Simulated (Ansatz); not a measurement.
Computed with Ansatz.

A structure relaxed at PBE0-D4/def2-TZVP, charge 0, multiplicity 1:

```xyz
26

C     0.605    0.365   -2.783
C     1.814    0.633   -1.900
B     1.707    0.405   -0.346
C     2.917    0.659    0.621
Br   -0.030    1.434    0.442
B    -0.734   -0.559    0.984
C    -0.627   -0.712    2.541
C    -2.038   -0.869    0.157
C    -3.249   -0.062    0.616
Br    0.925   -1.588    0.055
H    -0.242    0.992   -2.496
H     0.826    0.569   -3.833
H     0.283   -0.676   -2.709
H     2.144    1.673   -2.030
H     2.663    0.023   -2.239
H     3.240    1.703    0.545
H     3.767    0.033    0.328
H     2.697    0.454    1.669
H     0.357   -0.465    2.942
H    -0.856   -1.744    2.829
H    -1.360   -0.065    3.036
H    -1.871   -0.719   -0.913
H    -2.245   -1.941    0.280
H    -3.075    1.012    0.504
H    -4.138   -0.310    0.032
H    -3.483   -0.248    1.667
```

(1) Give its formula and SMILES.

(2) Point group (tolerance 0.08 Å, 0.16 Å for H)?

(3) Summarise the bond lengths by kind.

Answers

(1) C6H16B2Br2, `CC[B@-]1(C)[Br+][B@-](C)(CC)[Br+]1`.

(2) C1.

(3) 2 × C–C 1.521 to 1.526 Å; 16 × C–H 1.091 to 1.099 Å; 4 × B–C 1.569 to 1.574 Å; 4 × B–Br 2.162 to 2.182 Å.
